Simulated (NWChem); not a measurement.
C2H2BrI; SMILES C=C(Br)I

```xyz
6

C     -2.1062     0.5576     0.0000
C     -0.7797     0.4449     0.0000
Br     0.3494     1.9473     0.0000
I      0.1834    -1.4216     0.0000
H     -2.7441    -0.3287     0.0000
H     -2.5783     1.5433     0.0000
```
Atoms are numbered in this order, from 1.

Level: PBE0/def2-SVP with def2 effective core potentials on I (NWChem), optimised geometry, unscaled harmonic frequencies. This build's default masses of Se (78.918 u) and Br (79.917 u) are each other's, which moves their modes by up to 0.6 %. def2 effective core potentials on I; no spin-orbit coupling.

```csv
frequency (cm⁻¹),IR intensity (km/mol)
157,0.1
310,0.3
405,12.0
443,2.9
672,0.0
686,66.7
909,38.6
1053,89.4
1372,2.0
1674,45.8
3177,2.6
3287,2.1
```

```json
{
  "zero_point_energy": "20.2 kcal/mol",
  "thermal correction to the enthalpy at 298.15 K (with zero-point energy)": "23.8 kcal/mol",
  "heat capacity Cv": "15.0 cal/(mol K)",
  "entropy at 298.15 K and 1 atm (symmetry number 1)": "77.6 cal/(mol K)"
}
```

Rigid rotor and harmonic oscillator.
